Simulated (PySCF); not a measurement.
A calculated (r2SCAN, PySCF 2.14, x2c-TZVPPall with one added diffuse shell each of s, p, d, f type, the spin-free X2C one-electron Hamiltonian (Gaussian nucleus)) atom or ion has these occupied shells.

```csv
shell,electrons,orbital energy (eV),"rms radius, mean of both spins (bohr)"
1s α,1,-51824.6,0.0245
1s β,1,-51824.6,0.0245
2s α,1,-8639.4,0.0990
2s β,1,-8639.4,0.0990
2p α,3,-7692.0,0.0890
2p β,3,-7692.0,0.0890
3s α,1,-1951.5,0.255
3s β,1,-1948.4,0.255
3p α,3,-1656.6,0.256
3p β,3,-1653.5,0.256
3d α,5,-1264.6,0.235
3d β,5,-1262.2,0.235
4s α,1,-419.16,0.575
4s β,1,-412.03,0.575
4p α,3,-321.10,0.611
4p β,3,-313.97,0.611
4d α,5,-184.18,0.671
4d β,5,-177.07,0.671
5s α,1,-78.996,1.39
5s β,1,-75.732,1.39
5p α,3,-54.495,1.60
5p β,3,-52.169,1.60
4f α,7,-36.383,0.927
4f β,1,-31.190,0.927
```

(1) Name the element and its charge.

Answers

(1) Tb³⁺ (terbium, charge +3), in [Xe] 4f8, high-spin 7F determinant.
